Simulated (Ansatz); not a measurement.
Species: [Ti(Cl)2(H)2] (charge 0, multiplicity 1).

Problem. Give a relaxed geometry from Ansatz (a quantum-chemistry and plane-wave program) with r2SCAN-D4/def2-SVP.

Solution. the end point of this relaxation.
Cartesian coordinates (Å) in one orientation:
```xyz
5

Ti     0.072     0.019    -0.041
Cl     1.838     0.625     1.047
Cl     0.199    -0.100    -2.195
H     -0.358    -1.506     0.518
H     -1.142     1.119     0.327
```
